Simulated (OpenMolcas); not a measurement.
A calculation on Lu.

```
Program             : OpenMolcas
Method              : SS-RASPT2, IPEA 0.25 Eh, imaginary shift 0.1 Eh (closed shells correlated: 5s 5p)
Basis               : ANO-RCC-VTZP [8s7p5d3f2g1h]
Scalar Hamiltonian  : DKH2, point nucleus
Active space        : 3 electrons in 9 orbitals (RAS2 5d 6s; RAS3 6p, at most 2 electrons)
State averaging     : 2S+1 = 2 even, 30 roots; 2S+1 = 4 even, 13 roots kept (CI in the orbitals of an earlier block); 2S+1 = 2 odd, 33 roots; 2S+1 = 4 odd, 15 roots kept (CI in the orbitals of an earlier block)
Spin-orbit coupling : state interaction with AMFI integrals over the reference wave functions, term energies averaged over their components
```

(1) Which level of the active space comes out lowest?

(2) How high does 6s² 6p ²P°_3/2 lie?

(3) How high does 5d 6s 6p ⁴F°_7/2 lie?

(4) How high does 5d 6s 6p ²D°_5/2(1) [69 %] lie?

Measured values: NIST Handbook of Basic Atomic Spectroscopic Data.

## Answers

(1) 5d 6s² ²D_3/2, with 100 % of that term; it is also the measured ground level.

(2) 5820 cm⁻¹ above the lowest level; measured 7476 cm⁻¹ above the ground level, so the calculation is off by -22 %.

(3) 18260 cm⁻¹ above the lowest level; measured 20433 cm⁻¹ above the ground level, so the calculation is off by -11 %.

(4) 19540 cm⁻¹ above the lowest level.

Term energies are means over components that CASPT2 splits; among the terms shown or strongly mixed into the levels shown the widest spread is 70 cm-1 (5d 6s 6p ⁴F°). Terms from blocks run as CI alone lack orbitals of their own. A single d shell beside an s shell can misplace configurations of different d count against each other. Computed and measured levels are paired by configuration, term and J; levels that our copy of the source lacks, or whose pairing is in doubt (as where it misses far off the trend of its configuration), stay unpaired and out of the deviations. Levels of configurations outside the active space are missing.

A share in square brackets marks a mixed level and gives the weight of the term that names it. A number in round brackets counts repeated terms of one configuration in the order of the reference energies. ° marks odd parity.
